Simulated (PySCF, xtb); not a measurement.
B(H)(NCO)2 (C₂HBN₂O₂), SMILES C(=O)=NBN=C=O.

Coordinates come from a TPSSh-D3(BJ)/def2-SVP optimisation. The structure was generated by enumeration, and PubChem lists no compound with its InChIKey, so it may never have been made. One conformer was computed; it need not be the lowest.

Level of theory: IEF-PCM-B3LYP/def2-SVP (PySCF 2.14.0).

The values are the electrostatic part of the solvation free energy, E(continuum) − E(gas) at the gas-phase geometry, in a cavity of scaled van der Waals radii (PySCF's table); cavitation and dispersion terms are not included. In vacuum the orbital gap is 6.33 eV. The dipole moment in vacuum is 0.90 D.

```
solvent                    ε  ΔG(elec) (kcal/mol)  dipole (D)  gap (eV)
---------------------  -----  -------------------  ----------  --------
water                  78.36                 -2.8        1.13      6.38
acetonitrile           35.69                 -2.7        1.13      6.38
N,N-dimethylformamide  37.22                 -2.7        1.13      6.38
```

For comparison, GFN2-xTB/ALPB(water) (xtb, at the GFN2-xTB geometry, all terms of that model) gives -1.2 kcal/mol.
